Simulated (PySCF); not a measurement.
Compound: C₉H₁₁F₂ (charge +1).
Z-matrix (Å and degrees, GFN2-xTB geometry), rows numbered from 1:
```
C 
C   1  1.5200
C   2  1.5508  1  110.54
C   3  1.4546  2  111.44  1   176.29
C   4  1.3681  3  124.46  2   124.64
C   5  1.3796  4  121.37  3  -178.80
C   6  1.3999  5  153.02  4   179.76
F   7  1.2789  6  149.43  5    -0.15
C   7  1.3591  6   62.57  5   179.97
C   9  1.4571  6  146.27  7   179.69
F  10  1.3618  9  109.78  6     0.22
H   1  1.0868  2  109.47  3   178.16
H   1  1.0869  2  111.06  3    58.83
H   1  1.0869  2  111.17  3   -62.27
H   2  1.0904  1  109.98  3   121.17
H   2  1.0908  1  109.77  3  -119.76
H   3  1.0906  2  110.45  1   -58.46
H   3  1.0964  2  105.74  1    59.01
H   4  1.0853  3  116.77  2   -53.26
H   5  1.0820  4  120.71  3     1.46
H  10  1.1004  9  111.03  6  -119.08
H  10  1.1004  9  111.16  6   119.61
```

NICS = −σ at a ghost point: NICS(0) at the centroid of the ring atoms, NICS(1) 1 Å to either side along the normal of their mean plane, zz for the tensor component along that normal. Level: GIAO PBE0/pcSseg-1 (PySCF, non-relativistic, gas phase) on the GFN2-xTB geometry, one conformer.

Ring bond lengths (Å), with Mayer bond orders in brackets: C6–C7 1.400 (1.17), C7–C9 1.359 (1.37), C9–C6 1.433 (0.90).

Q: Give the NICS values of each ring in ppm.

A: 
```
    ring                                                          type  NICS(0)  NICS(1), two faces  NICS(1)zz, two faces  rms pucker (Å)  centre to ring atoms, mean (Å)
C6–C7–C9  3-membered carbocycle; bonds drawn aromatic by RDKit's count    -28.2       -10.2 / -10.2         -14.4 / -14.6            0.00                            0.81
```

Q: What do they say, and how far can they be read as aromaticity?

A: 
- C6–C7–C9: mean NICS(1)zz -14.5 ppm, shielded. NICS(0) lies 18 ppm below the mean NICS(1).

Q: How equal are the bonds by HOMA? HOMA takes Krygowski's 1993 parameters.

A: 
- C6–C7–C9: HOMA 0.74 = 1 − EN − GEO, with mean bond length 1.397 Å, EN = α(Ropt − mean)² = 0.022 and GEO = α × variance = 0.236.

Q: What is the mean of the two in-plane components of NICS at the second NICS(1) probe listed for ring C6–C7–C9, 1 Å off the ring?

A: The isotropic value is a third of the trace: (3 × -10.2 − (-14.6))/2 = -8.0 ppm.

Time: 82 s of wall time. Hardware: Arm Neoverse N1, one thread, shared host. This is the whole shielding run at PBE0/pcSseg-1, SCF included.
